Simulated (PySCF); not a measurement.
Frontier levels across methods

C4H4N2Si.
Geometry (PBE0-D3(BJ)/def2-SVP, Å), atoms numbered from 1 in this order:
```
atom  x, y, z in Å
C1    -1.340   -2.059    0.612
C2    -0.396   -1.353    0.310
Si3    0.941   -0.211   -0.198
C4     1.914    0.214    1.325
N5     2.527    0.457    2.278
N6     0.361    1.293   -0.854
C7    -0.849    1.613   -1.016
H8    -2.165   -2.692    0.892
H9     1.862   -0.850   -1.166
H10   -1.107    2.597   -1.448
H11   -1.710    0.963   -0.750
```

Basis pcSseg-1 throughout (PySCF), one geometry. Isolated species at its PBE0-D3(BJ)/def2-SVP geometry (one conformer only).

**Question.** How do the orbital energies, the gap and the dipole change with the method?

**Answer.** 
```json
{"method": "OPBE", "kind": "GGA", "HOMO (eV)": "-6.41", "LUMO (eV)": "-2.62", "gap (eV)": "3.79", "μ (D)": "4.87", "SCF cycles": "17"}
{"method": "B97-D", "kind": "GGA", "HOMO (eV)": "-6.44", "LUMO (eV)": "-2.60", "gap (eV)": "3.84", "μ (D)": "4.96", "SCF cycles": "18"}
{"method": "BP86", "kind": "GGA", "HOMO (eV)": "-6.55", "LUMO (eV)": "-2.81", "gap (eV)": "3.74", "μ (D)": "4.97", "SCF cycles": "16"}
{"method": "B3LYP", "kind": "global hybrid", "HOMO (eV)": "-7.60", "LUMO (eV)": "-1.83", "gap (eV)": "5.77", "μ (D)": "5.12", "SCF cycles": "15"}
{"method": "PBE0", "kind": "global hybrid", "HOMO (eV)": "-7.84", "LUMO (eV)": "-1.61", "gap (eV)": "6.23", "μ (D)": "5.18", "SCF cycles": "15"}
{"method": "mPW1PW91", "kind": "global hybrid", "HOMO (eV)": "-7.88", "LUMO (eV)": "-1.62", "gap (eV)": "6.26", "μ (D)": "5.20", "SCF cycles": "15"}
{"method": "wB97X-D", "kind": "range-separated hybrid", "HOMO (eV)": "-9.74", "LUMO (eV)": "0.26", "gap (eV)": "10.00", "μ (D)": "5.29", "SCF cycles": "14"}
{"method": "LC-wPBE", "kind": "range-separated hybrid", "HOMO (eV)": "-10.58", "LUMO (eV)": "0.82", "gap (eV)": "11.40", "μ (D)": "5.32", "SCF cycles": "14"}
```

The HOMO spans 4.17 eV, from OPBE down to LC-wPBE, and the gap runs from 3.74 eV (BP86) to 11.40 eV (LC-wPBE). Over the methods OPBE (0 %), B97-D (0 %), BP86 (0 %), B3LYP (20 %), PBE0 (25 %), mPW1PW91 (25 %), a straight line through the gap against the share of exact exchange rises by 0.98 eV for each 10 % (correlation coefficient 1.000). The dipole ranges from 4.87 D (OPBE) to 5.32 D (LC-wPBE). This basis has no diffuse functions.
